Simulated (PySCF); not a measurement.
C₂HCl₂, SMILES [CH]=C(Cl)Cl, multiplicity 2. Atoms are numbered in the order given.

```xyz
5

C     -1.7715    -0.0605     0.0000
C     -0.4626     0.0003     0.0000
Cl     0.4049     1.4906     0.0000
Cl     0.5350    -1.4228     0.0000
H     -2.5733    -0.7924     0.0000
```
Charge 0, spin multiplicity 2.

The structure is a stationary point at PBE0-D3(BJ)/def2-SVP. The isomer is the one that the SMILES or the coordinates give; other isomers of the formula were not compared.

Level of theory: PBE0/pcH-1 run with PySCF.

Unrestricted Kohn–Sham, ⟨S²⟩ = 0.768. Hyperfine tensors hold the contact and dipolar terms, without spin-orbit corrections.

Computed hyperfine couplings:
| nucleus | A(iso) (MHz) | A(iso) (G) | dipolar principal values (MHz) |
|---|---|---|---|
| 13C no. 1 | 323.0 | 115.3 | -85.3, -52.9, 138.3 |
| 13C no. 2 | -17.5 | -6.2 | -25.8, 4.1, 21.7 |
| 35Cl no. 3 | 10.0 | 3.6 | -13.5, -6.9, 20.4 |
| 35Cl no. 4 | 18.3 | 6.5 | -23.2, -17.8, 41.1 |
| 1H no. 5 | 0.9 | 0.3 | -31.3, -9.6, 40.9 |

Task: And the g tensor (effective nuclear charges for spin-orbit coupling, GIAO)? (An estimate is asked for; the answer gives what the named calculation found.)

Result: principal values 1.9977, 1.9988, 2.0028; isotropic 1.9998.
